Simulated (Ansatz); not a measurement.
A run for Ansatz (a program for electronic structure): R-r2SCAN/def2-TZVPP on HISe (SMILES [SeH]I), atoms moved off the minimum. Elements past Kr take the def2 small-core potentials; no spin–orbit coupling.

Ansatz 0.2 input:
```yaml
crystal:
  periodic: [false, false, false]
  atoms:
    - {symbol: Se, position_ang: [-0.90660732, -0.67948971, 1.01308794]}
    - {symbol: H, position_ang: [-1.81020059, -1.13798272, -0.17774101]}
    - {symbol: I, position_ang: [0.60047565, 0.53660519, -0.64872960]}
basis:
  gaussian:
    orbitals: def2-TZVPP
hamiltonian:
  xc: {name: r2SCAN}
scf: {lower_state_search: off}
output: {forces: true}
```

It printed:

```
WARN ansatz: RAYON_NUM_THREADS=1 ignored (pool sized by the plan → 1); use --threads N
Functional definition: r2SCAN
these checks for a lower state are left out or cut short: stability, starts, cluster_reference, orbital_swaps, neighbouring_geometries, increment
integrals: 0.04 GiB planned
813 factors; their error is unknown
mean field: 0.29 GiB planned
mean field evaluation 1: about -73469.8695 eV, gradient 9.3e0 eV
mean field evaluation 2: about -73469.8452 eV, gradient 8.0e0 eV
mean field evaluation 4: about -73470.0597 eV, gradient 6.7e-1 eV
mean field evaluation 8: about -73470.0226 eV, gradient 2.6e-2 eV
mean field evaluation 16: about -73470.0226 eV, gradient 1.2e-5 eV
mean field -73470.02264208 eV, -2699.9735323266 hartree, gradient 2.5e-6 eV, S^2 0.000000; 0 other end points of the search recorded, 0 dependent functions left out
the calculation of the forces begins
reference -73470.02265029 eV, -2699.9735326281 hartree; 30, 30 occupied and 82, 82 virtual orbitals, 813 factors
Total energy: -73470.02265029 eV, -2699.9735326281 hartree
Atom 0 at    -0.906607    -0.679490     1.013088 Å, force    -0.741120    -0.291919    -1.656655 eV/Å
Atom 1 at    -1.810201    -1.137983    -0.177741 Å, force     0.808836     0.370494     1.388561 eV/Å
Atom 2 at     0.600476     0.536605    -0.648730 Å, force    -0.067716    -0.078575     0.268094 eV/Å
Dipole moment:    -0.135867    -0.087202    -0.031471 e Å
Checks for a lower state left out: stability, starts, cluster_reference, orbital_swaps, neighbouring_geometries, increment
```

Self-consistency was reached.

Cost: very roughly 2.3 core-seconds.
